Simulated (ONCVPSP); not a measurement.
Zr, ONCV: configuration errors across variants

* Element: Zr (Z = 40)
* Generator: ONCVPSP 4.0.1
* Type: optimised norm-conserving Vanderbilt (ONCV)
* Functional: PBE
* Relativity: scalar-relativistic
* Frozen core: [Kr]
* Valence charge: 4
* Reference configuration: 4d2 5s1.75 5p0.25
* Partial waves: 5s: rc 3.30 bohr, ncon 5, nbas 10, qcut 1.9 1/bohr, 3 projectors, debl 1 Ha; 5p: rc 3.75 bohr, ncon 5, nbas 9, qcut 2.6 1/bohr, 2 projectors, debl 1.2 Ha; 4d: rc 2.65 bohr, ncon 4, nbas 8, qcut 6.4 1/bohr, 2 projectors, debl 1.4 Ha
* Local potential: polynomial inside 2.30 bohr (lpopt 5, dvloc0 0 Ha)
* Core correction: Teter function, fcfact 4.5, rcfact 1.6

All-electron excitation energies from the reference (eV): (1) 4d2 5s2 5p0 -0.747; (2) 4d2 5s1 5p0 6.391; (3) 4d2 5s0 5p0 19.331; (4) 4d2.5 5s1.5 5p0 -0.233.

2 further variants failed, have other tests or another functional or relativity, and are left out.

Errors AE − PS in meV (a dash: test not solved or not reliable):

```csv
change,(1),(2),(3),(4),bound ghosts,GHOST(+) flags above zero
base,-0.9,-59,-332,-15,none,"s, p"
d: rc 3.36,-0.9,-58,-332,-9.5,none,"s, p"
d: debl 0.9,-0.9,-59,-332,-15,none,"s, p"
p: nproj 3,-0.9,-59,-332,-15,none,"s, p"
"core correction Teter function, fcfact 1.9, rcfact 1.6",-0.5,-26,-116,-8.8,none,"s, p"
"core correction Teter function, fcfact 5.5, rcfact 1.1",+0.1,+5.1,+100,-10,none,"s, p"
```

(1) Give the same row for: core correction Teter function, fcfact 4.5, rcfact 1.96.

Results:

(1) -1.7, -148, -737, -18; bound ghosts: none; GHOST(+) flags above zero: s, p.
